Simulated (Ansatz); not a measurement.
The cluster HfZrO4⁻. Total charge -1; doublet. Geometry PBE0-D4/def2-SVP, that of the neutral singlet; atoms count from 1.

```
atom   x (Å)   y (Å)   z (Å)
 Hf1   0.514  -0.990   1.136
 Zr2  -1.246   0.359  -0.872
  O3  -0.826   0.462   1.067
  O4  -0.548   1.679  -1.786
  O5  -0.037  -1.213  -0.749
  O6   2.143  -0.297   1.204
```

In the def2 sets Hf, Zr take a core potential; there is no spin–orbit coupling. The structure comes from a short search, and lower isomers may exist.

Question: Estimate the Mulliken populations from the PBE0/def2-TZVPD orbitals of Ansatz.

Answer: 
```tsv
atom	charge (e)	spin (α − β)	d electrons
Hf1	1.21	0.41	1.92
Zr2	1.14	0.83	2.03
O3	-0.91	-0.03	–
O4	-0.81	-0.07	–
O5	-0.91	-0.03	–
O6	-0.73	-0.10	–
```
Mulliken values depend strongly on the basis. With diffuse functions, as here, like atoms can get unlike values, and bond orders can come out too low or too high.

Question: Where does the spin sit?

Answer: Summed by element: Hf 0.41, Zr 0.83, O -0.23, of 1 unpaired in all. Largest on single atoms: Zr2 0.83, Hf1 0.41, O6 -0.10.

Question: And the Mayer bond orders between heavy atoms (over 0.3)?

Answer: Hf1–Zr2 0.67 (2.99 Å); Hf1–O3 0.93 (1.98 Å); Hf1–O5 0.93 (1.98 Å); Hf1–O6 1.81 (1.77 Å); Zr2–O3 0.70 (1.99 Å); Zr2–O4 1.58 (1.75 Å); Zr2–O5 0.70 (1.99 Å).
